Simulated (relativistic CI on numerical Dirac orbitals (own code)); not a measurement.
**V2+ in a cubic cluster: 1s photoemission with charge transfer**

Computed with a charge-transfer multiplet model of a cubic metal-ligand cluster with up to 2 ligand holes, Slater and spin-orbit integrals from Dirac-Coulomb-Breit ions, Slater integrals scaled by 0.9. The ground state mixes d3 with configurations of k ligand holes L, whose averages lie at kΔ + k(k − 1)U_dd/2; a core hole lowers each added d electron by U_cd. 300 K, Lorentzian 1.1 eV and Gaussian 0.6 eV FWHM.

Atomic integrals in eV (Slater integrals scaled, ζ unscaled), ground: F2dd 8.026, F4dd 4.988, zeta_d 0.019; with the core hole: F2dd 9.721, F4dd 6.087, zeta_d 0.034, G2cd 0.043.

Cluster parameters (eV): U_dd = 5.9, U_cd = 6.9, 10Dq = 0.55, 10Dq(ligand) = 1.2, V(eg) = 2.2, V(t2g) = -1.06, final-state hopping factor = 0.8.

| Case | n_d | d3 | d4L | d5L2 | S |
| --- | --- | --- | --- | --- | --- |
| Δ = 5.1 eV | 3.43 | 0.61 | 0.36 | 0.04 | 1.50 |
| Δ = 8.1 eV | 3.26 | 0.76 | 0.23 | 0.01 | 1.50 |
| Δ = 10.1 eV | 3.19 | 0.82 | 0.17 | 0.01 | 1.50 |

Weights, n_d and S are thermal averages at 300 K. Binding energies count from the first peak over 30 % of the highest in each spectrum, which can be another peak from case to case. The parameters are a model scan and need not match a compound or its usual spin state. Peaks in eV (height, largest 100):
- Δ = 5.1 eV: 0.0 (100), 3.8 (18), 8.4 (22)
- Δ = 8.1 eV: 0.0 (100), 4.4 (14), 7.4 (12)
- Δ = 10.1 eV: 0.0 (100), 5.0 (9), 7.8 (5)

For the case Δ = 8.1 eV, Δ = 8.1 eV is larger than U_dd = 5.9 eV, the Mott-Hubbard side of the Zaanen-Sawatzky-Allen scheme. With the core hole the configuration with one ligand hole lies at Δ − U_cd = -1.8, 1.2, 3.2 eV from the one without, in the order of the table; where this is negative the screened configuration lies lower, though the effective hopping of about 3.7 eV (from the holes of the mixed ground state) mixes the two strongly wherever it is as large as the gap.
